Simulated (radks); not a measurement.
Excited configurations of Cs+: one electron is placed in a higher orbital outside [Kr] 4d10 5s2 5p5. The ground configuration is [Xe]. All-electron calculation, scalar-relativistic Kohn-Sham, r2SCAN, spin-polarised, spherical densities, finite nucleus; open shells are filled with parallel spins first (spin-orbit coupling, left out, can overturn this in heavy ions); meta-GGA in the generalised Kohn-Sham scheme; Fermi nuclear charge, rms radius 4.8041 fm. Program: a radial shooting solver on a logarithmic mesh with Libxc functionals. Excitation = E - E(ground); binding = E(ion) - E, where the ion is the core of charge +2; n* = 2/sqrt(2 binding) in atomic units, and the quantum defect is n - n*.

| outer orbital | excitation (eV) | binding (eV) | quantum defect | <r> (bohr) |
|---|---|---|---|---|
| 5d | 14.979 | 8.835 | 2.518 | 3.352 |
| 6s | 14.276 | 9.538 | 3.611 | 4.483 |
| 6p | 16.770 | 7.044 | 3.220 | 5.585 |
| 6f | 21.676 | 2.138 | 0.955 | 16.60 |
| 7s | 19.055 | 4.759 | 3.618 | 8.815 |

The Delta-SCF ionisation energy is 23.814 eV (NIST Atomic Spectra Database: 23.157 eV, measured). Self-interaction in the functional shifts the binding energies and quantum defects, so they are the method's values and not measured ones. Open shells are spherical and high-spin; term and fine-structure splittings are not resolved. Spin-orbit splitting is averaged out at the scalar-relativistic level.
